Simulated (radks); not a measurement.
The numbers below are computed, except where a source is named.
Dipole-allowed excitations along the series with 10 electrons in [Ne]. Code: a radial shooting solver on a logarithmic mesh with Libxc functionals. Model: scalar-relativistic Kohn-Sham, LDA (Slater exchange, Perdew-Wang correlation), spin-polarised, spherical densities, finite nucleus; Fermi nuclear charge, rms radius of each element as measured or else 0.836 A^(1/3) + 0.57 fm. Time-dependent linear response with the Hartree and adiabatic LDA kernel, continuum included through the Sternheimer equations, no spin-orbit coupling, so fine structure and intercombination lines are absent. Lines are the poles of the dipole polarisability below minus the highest occupied eigenvalue, found on a grid refined at the orbital gaps; the lowest seven at most are given, and weak or close lines can be missed. The first line takes the name of the lowest orbital gap if no other gap lies below it; otherwise a line is named after a gap within 0.6 % of it, if that gap stands alone.

species,-e(HOMO) (eV),lowest orbital gap (eV),first line (eV),f,strongest line (eV),its f,static alpha (bohr^3)
Ti12+,751.87,2p-3s 450.23,451.45 (2p-3s),0.193,518.51 (unassigned),2.33,0.01317
V13+,858.29,2p-3s 511.19,512.53 (2p-3s),0.192,585.45 (unassigned),2.43,0.01051
Cr14+,971.62,2p-3s 575.93,577.42 (2p-3s),0.190,656.26 (unassigned),2.52,0.008487
Mn15+,1091.9,2p-3s 644.47,646.11 (2p-3s),0.189,730.95 (unassigned),2.60,0.006930
Fe16+,1219.0,2p-3s 716.80,718.60 (2p-3s),0.188,809.53 (unassigned),2.67,0.005714
Co17+,1353.1,2p-3s 792.92,794.91 (2p-3s),0.186,892.02 (unassigned),2.74,0.004754
